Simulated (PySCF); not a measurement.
**Assignment exercise: C₅H₈N₂OSi**

Molfile (atoms numbered from 1):
```
C5H8N2OSi
     RDKit          3D

 17 16  0  0  0  0  0  0  0  0999 V2000
   -0.1124   -0.5194    1.5311 C   0  0  0  0  0  0  0  0  0  0  0  0
   -0.6099   -0.0821    0.1928 C   0  0  0  0  0  0  0  0  0  0  0  0
   -1.9204   -0.7056   -0.2516 C   0  0  0  0  0  0  0  0  0  0  0  0
   -2.9757   -0.4084    0.6808 C   0  0  0  0  0  0  0  0  0  0  0  0
   -3.8010   -0.1640    1.4328 N   0  0  0  0  0  0  0  0  0  0  0  0
   -0.0498    0.7233   -0.5897 N   0  0  0  0  0  0  0  0  0  0  0  0
    1.4726    1.4754   -0.7350 Si  0  0  0  0  0  4  0  0  0  0  0  0
    2.5939    0.0466   -1.3695 C   0  0  0  0  0  0  0  0  0  0  0  0
    2.3902   -1.1162   -1.1297 O   0  0  0  0  0  0  0  0  0  0  0  0
   -0.9255   -0.5662    2.2532 H   0  0  0  0  0  0  0  0  0  0  0  0
    0.6648    0.1513    1.8867 H   0  0  0  0  0  0  0  0  0  0  0  0
    0.3144   -1.5178    1.4324 H   0  0  0  0  0  0  0  0  0  0  0  0
   -2.1919   -0.3236   -1.2384 H   0  0  0  0  0  0  0  0  0  0  0  0
   -1.7994   -1.7919   -0.3050 H   0  0  0  0  0  0  0  0  0  0  0  0
    1.2984    2.4704   -1.7858 H   0  0  0  0  0  0  0  0  0  0  0  0
    2.1629    2.0171    0.4416 H   0  0  0  0  0  0  0  0  0  0  0  0
    3.4818    0.3233   -1.9777 H   0  0  0  0  0  0  0  0  0  0  0  0
  1  2  1  0
  2  3  1  0
  3  4  1  0
  4  5  3  0
  2  6  2  0
  6  7  1  0
  7  8  1  0
  8  9  2  0
  1 10  1  0
  1 11  1  0
  1 12  1  0
  3 13  1  0
  3 14  1  0
  7 15  1  0
  7 16  1  0
  8 17  1  0
M  END
```

How the numbers were obtained: GFN2-xTB geometry, shielding tensors at PBE0/pcSseg-1 (GIAO), in PySCF 2.14 (rapidly exchanging positions averaged, a single conformation, relativity neglected, in vacuum).

Chemical shifts δ = σref − σ; TMS for 13C (σ = 186.93 ppm) and 1H (σ = 31.72 ppm), all at this level.

(1) Assign these signals to the numbered atoms. 13C{1H} NMR (computed): δ 244.9 (CH), 186.0 (C), 121.3 (C), 35.2 (CH2), 27.4 (CH3).

(2) Assign these signals to the numbered atoms. 1H NMR (400 MHz, computed): δ 12.25 (t, 1H), 5.42 (d, 2H), 3.31 (s, 2H), 2.37 (s, 3H).

Answers

(1) 
| δ (ppm) | atoms | environment | reason |
| --- | --- | --- | --- |
| 244.9 | C8 | carbonyl carbon | – |
| 186.0 | C2 | C=N carbon | – |
| 121.3 | C4 | nitrile carbon | this is the usual window of a C≡N carbon, which has no attached hydrogen |
| 35.2 | C3 | sp3 CH2 α to a nitrile | aliphatic region, no heteroatom directly attached |
| 27.4 | C1 | methyl carbon | saturated and bonded to C and H only |

(2) 
```tsv
δ (ppm)	atoms	environment	reason
12.25	H17	hydrogen on a carbonyl carbon	–
5.42	H15/H16	hydrogen on a silicon bonded to C, N	–
3.31	H13/H14	hydrogen on an sp3 CH2 α to a nitrile	–
2.37	H10/H11/H12	hydrogen on a methyl carbon	–
```

Shifts are as computed. Against solution values, carbons near 30 ppm lie about +3 ppm off and those near 130 ppm about +5 ppm. Of 1211 compounds with measured shifts, 218 miss one by over three times the rms of a fit or turn the order of signals round; such compounds aren't used in these exercises. Multiplicities follow the n + 1 count of equivalent neighbours, as no J values were calculated; m marks all less simple cases, F and P coupling included.
